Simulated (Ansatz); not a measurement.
Cost against result

Saddle point of GeH4BrCl, closed shell (GeH₃Cl ([Cl][GeH3]) + HBr → GeH₃Br ([GeH3][Br]) + HCl; bonds formed: Ge1–Br7, Cl2–H6; bonds broken: Ge1–Cl2, H6–Br7), PBE0-D4/def2-TZVP structure:

```xyz
7
angstrom
Ge -0.6658 0.3264 -0.2783
Cl 0.2848 -1.6586 1.0314
H -0.4561 0.8783 -1.6921
H -0.8049 1.3396 0.8513
H -1.8677 -0.6304 -0.3598
H 1.4428 -0.8271 0.6562
Br 2.0668 0.5718 -0.2087
```

Barriers are electronic and count from the start structure reached by relaxing down the imaginary mode.

Computed with Ansatz 0.2.0 (basis: as named in each row); correlated methods freeze the cores. Filled d shells of the heavier atoms are correlated. The def2 sets are not built for correlating such inner shells, so the correlated values are less sure here. B3LYP uses VWN-RPA correlation. Extrapolation: Hartree–Fock as exp(−7.88 √X), correlation as X^−2.97.

Times are rough, for one single point on 4 threads of a shared host (Arm Neoverse V1).

The estimate by CCSD(T) at an estimated basis limit (MP2 extrapolated from triple and quadruple zeta, plus CCSD(T) − MP2 in triple zeta) is 35.13 kcal/mol.

```csv
method,basis,time (s),barrier (kcal/mol),method less estimate
HF,STO-3G,under 1,58.03,22.90
PBE-D4,STO-3G,under 1,26.33,-8.81
SPW92,def2-SVP,under 1,20.08,-15.05
PBE-D4,def2-SVP,under 1,24.69,-10.45
SPW92,def2-TZVPP,under 1,20.43,-14.70
B3LYP-D4,6-31G,1,30.98,-4.15
PBE0-D4,def2-SVP,1,29.74,-5.39
PBE-D4,def2-TZVPP,2,24.85,-10.28
BLYP-D4,def2-TZVPP,2,27.58,-7.55
BHLYP-D4,def2-TZVPP,3,36.58,1.45
B3LYP-D4,def2-TZVPP,3,31.39,-3.74
PBE0-D4,def2-TZVPP,3,29.65,-5.48
CAM-B3LYP-D4,def2-TZVPP,3,34.97,-0.17
RPA on PBE,def2-TZVPP,4,35.99,0.86
r2SCAN-D4,def2-TZVPP,4,28.47,-6.66
B2PLYP,def2-TZVPP,5,34.15,-0.99
wB97M-V,def2-SVP,6,33.63,-1.50
CCSD(T),def2-SVP,6,38.94,3.81
r2SCAN0-D4,def2-TZVPP,6,31.73,-3.40
PBE-QIDH,def2-TZVPP,6,33.86,-1.27
wB97X-V,def2-TZVPP,7,35.57,0.43
B97M-V,def2-TZVPP,8,33.54,-1.59
wB97M-V,def2-TZVPP,8,33.80,-1.34
MP2,def2-QZVPP,23,34.12,-1.02
CCSD(T),def2-TZVPP,94,36.67,1.54
```

All methods are single points on the PBE0-D4 structures.

The T1 diagnostic stays at or below 0.011.

Labels in which every atom is bracketed show which atoms are joined, not bond orders.
